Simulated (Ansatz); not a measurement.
Input (CCSDT(Q)/cc-pVDZ; Ansatz, an electronic-structure program):

Ansatz 0.2 input:
```yaml
crystal:
  periodic: [false, false, false]
  atoms:
    - {symbol: Ge, position_ang: [-0.36079950, 0.03673396, 0.02683314]}
    - {symbol: N, position_ang: [1.47333128, -0.12521038, -0.19656511]}
    - {symbol: H, position_ang: [-1.01485379, -0.92403422, -0.97884263]}
    - {symbol: H, position_ang: [-0.71689046, 1.49825047, -0.28846829]}
    - {symbol: H, position_ang: [-0.86695561, -0.30660268, 1.44993795]}
    - {symbol: H, position_ang: [1.81921935, -1.06588219, -0.05570530]}
    - {symbol: H, position_ang: [2.01174558, 0.49925452, 0.39037366]}
basis:
  gaussian:
    orbitals: cc-pVDZ
magnetization: {spin_polarized: false}
correlation: {method: ccsdt_q, electrons: outside_noble_gas}
```

Output:

```
Functional definition: HF
integrals: 0.06 GiB planned
1319 factors; integrals over basis functions are off by at most 2.4e-7 eV
mean field: 0.28 GiB planned
mean field evaluation 1: about -58031.5863 eV, gradient 2.9e1 eV
mean field evaluation 2: about -58031.5892 eV, gradient 2.9e1 eV
mean field evaluation 4: about -58033.4982 eV, gradient 2.1e0 eV
mean field evaluation 8: about -58033.5157 eV, gradient 4.0e-4 eV
mean field evaluation 16: about -58033.5154 eV, gradient 2.3e-1 eV
mean field -58033.51570794 eV, -2132.6923657371 hartree, gradient 2.0e-6 eV, S^2 0.000000; 0 other end points of the search recorded, 0 dependent functions left out
15 core orbitals not correlated
reference -58033.51570794 eV, -2132.6923657371 hartree; 7, 7 occupied and 44, 44 virtual orbitals, 1319 factors
second order -7.64078328 eV of doubles, -0.00000000 eV of singles
coupled cluster: 0.60 GiB planned
cycle   1  -8.25328570 eV  change   -6.1e-1 eV  update   7.5e-2
cycle   2  -8.66216670 eV  change   -4.1e-1 eV  update   3.0e-2
cycle   3  -8.78609857 eV  change   -1.2e-1 eV  update   1.5e-2
cycle   4  -8.77577980 eV  change    1.0e-2 eV  update   4.0e-3
cycle   5  -8.77587423 eV  change   -9.4e-5 eV  update   2.1e-3
cycle   6  -8.77664530 eV  change   -7.7e-4 eV  update   6.2e-4
cycle   7  -8.77640083 eV  change    2.4e-4 eV  update   3.1e-4
cycle   8  -8.77628138 eV  change    1.2e-4 eV  update   1.2e-4
cycle   9  -8.77633339 eV  change   -5.2e-5 eV  update   5.3e-5
cycle  10  -8.77636307 eV  change   -3.0e-5 eV  update   1.9e-5
cycle  11  -8.77634916 eV  change    1.4e-5 eV  update   7.6e-6
cycle  12  -8.77635392 eV  change   -4.8e-6 eV  update   3.4e-6
cycle  13  -8.77635301 eV  change    9.1e-7 eV  update   1.2e-6
perturbative correction -0.01560852 eV, -0.0005736025 hartree
Total energy: -58042.30766947 eV, -2133.0154643638 hartree
```
